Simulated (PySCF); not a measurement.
Predicted microwave data (PBE0-D3(BJ)/def2-SVP geometry optimisation, gas phase in PySCF 2.14.0) for one isomer of C7H9N:

| Quantity | Value |
| --- | --- |
| Rotational constants | A = 4747, B = 1534, C = 1246 MHz |
| Dipole components | \|μa\| = 0.91 D, \|μb\| = 1.44 D, \|μc\| = 0.26 D |
| Inertial defect | -30.33 u·Å² |
| κ | -0.84 |

Problem. Which structure is it? (One computed conformer of each.)
A. `[N:1]#[C:2][C@@H:3]1[CH2:4][CH:5]=[CH:6][CH2:7][CH2:8]1` with C2–C3–C4–C5 -170°, C3–C4–C5–C6 14°, C5–C6–C7–C8 14°, C6–C7–C8–C3 -45°
B. `Cc1ccc(N)cc1` (p-toluidine)
C. `[CH2:1]=[C:2]([CH3:3])[n:4]1[cH:5][cH:6][cH:7][cH:8]1` with C1–C2–N4–C5 -178°
D. `c1(C)ccccc1N`
E. `[CH3:1][CH2:2][c:3]1[cH:4][cH:5][cH:6][cH:7][n:8]1` with C1–C2–C3–C4 -119°

Solution. E. It is CCc1ccccn1, an asymmetric top, point group C1. The candidates at the same level (rigid rotor, commonest isotopes):

| SMILES | A (MHz) | B (MHz) | C (MHz) | μa (D) | μb (D) | μc (D) | Δ (u·Å²) | point group | rotor |
| --- | --- | --- | --- | --- | --- | --- | --- | --- | --- |
| N#C[C@@H]1CC=CCC1 | 4580 | 1462 | 1162 | 3.96 | 0.15 | 0.51 | -21.06 | C1 | asymmetric top |
| Cc1ccccc1N | 3249 | 2191 | 1321 | 1.59 | 0.77 | 0.88 | -3.56 | – | asymmetric top |
| C=C(C)n1cccc1 | 4675 | 1672 | 1241 | 1.35 | 0.52 | 0.01 | -3.22 | – | asymmetric top |
| Cc1ccc(N)cc1 | 5478 | 1453 | 1158 | 1.30 | 0.00 | 0.98 | -3.56 | Cs | asymmetric top |
| CCc1ccccn1 | 4747 | 1534 | 1246 | 0.91 | 1.44 | 0.26 | -30.33 | C1 | asymmetric top |

`Cc1ccccc1N` has B 43 % too high; `Cc1ccc(N)cc1` has A 15 % too high; `C=C(C)n1cccc1` has B 9 % too high; `N#C[C@@H]1CC=CCC1` has C 7 % too low. No structure here is proved a minimum.
